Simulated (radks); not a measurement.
Task: Ionisation of neutral xenon, [Xe], to [Kr] 4d10 5s2 5p5 as the strength of local exchange is varied. Calculated with a radial shooting solver on a logarithmic mesh with Libxc functionals: scalar-relativistic Kohn-Sham, Slater X-alpha exchange (alpha = 2/3 is LDA exchange), no correlation, spin-polarised, spherical densities, finite nucleus; Fermi nuclear charge, rms radius 4.7859 fm.

alpha  E(Xe) (hartree)  exchange (hartree)  IE (eV)  -e of the level emptied (eV)  <r> of it (bohr)
0.667      -7435.98722          -175.42002   11.244                    7.188 (5p)             2.335
0.746      -7456.84751          -196.72253   12.115                    8.002 (5p)             2.295
0.819      -7476.17314          -216.50564   12.945                    8.784 (5p)             2.259
0.823      -7477.23346          -217.59238   12.991                    8.827 (5p)             2.257
0.829      -7478.82420          -219.22302   13.061                    8.893 (5p)             2.254
0.861      -7487.31360          -227.93055   13.433                    9.245 (5p)             2.239
x          -7425.44636          -164.67625   10.814                    6.789 (5p)             2.357

Which alpha was used in the last row?

Result: alpha = 0.627. NIST Atomic Spectra Database: 12.130 eV (measured). The Delta-SCF value meets it near alpha = 0.75. Open shells are spherical and high-spin; term and fine-structure splittings are not resolved. Spin-orbit splitting is averaged out at the scalar-relativistic level.
